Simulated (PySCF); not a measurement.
C₂H₆ClNSi₂, SMILES C(C#N)[Si@H]([SiH3])Cl.

Coordinates come from a r2SCAN-D4/def2-SVP optimisation. The structure was generated by enumeration; whether it is a known compound was not checked. Other conformers were not sampled.

Two levels are set side by side: TDDFT-PBE/def2-SVPD (PySCF) and TDDFT-PBE0/def2-SVPD (PySCF). Vertical, same geometry. The lowest singlet is HOMO→LUMO 97 % with PBE and HOMO→LUMO 97 % with the other functional; states are paired by order. Differences are taken from unrounded values.

| quantity | TDDFT-PBE0 |
|---|---|
| lowest singlet excitation (eV) | 6.35 |
| lowest triplet excitation (TDA) (eV) | 5.63 |

### Question
What does TDDFT-PBE give, and how far is it from TDDFT-PBE0? (Estimate from the structure and the level; the computed values follow.)

### Answer

| quantity | TDDFT-PBE | TDDFT-PBE minus TDDFT-PBE0 |
|---|---|---|
| lowest singlet excitation (eV) | 5.81 | -0.54 |
| lowest triplet excitation (TDA) (eV) | 5.28 | -0.35 |

A lower first singlet is the usual sign of a functional without exact exchange. Differences between two approximate levels are no errors against the true value.

Rough cost on one machine, each run with all the roots and properties that it gave: TDDFT-PBE0 against TDDFT-PBE about 5 times.
